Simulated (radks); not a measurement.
The numbers below are computed, except where a source is named.
Question: These are the eigenvalues of the occupied orbitals of an atom or ion with whole-number occupations (eV). Level of theory: scalar-relativistic Kohn-Sham, BLYP, spin-polarised, spherical densities, finite nucleus; Fermi nuclear charge, rms radius of each element as measured or else 0.836 A^(1/3) + 0.57 fm (a radial shooting solver on a logarithmic mesh with Libxc functionals).

1s: -26145.64
2s: -5397.479
2p: -5054.626
3s: -2151.795

Which element is it, and in what charge state? The configuration may be excited. Open shells, if any, are filled with parallel spins first.

Answer: Z = 46, palladium, charge +34: Pd34+ in [Ne] 3s2. The list shows which subshells hold electrons but not how many an open one holds; the 1s level, -960.83 hartree, gives Z - s = 43.8 by -(Z - s)^2/2, which with screening and relativity narrows Z to a few neighbours, and the depths of the outer levels then fix element, charge and occupations together.
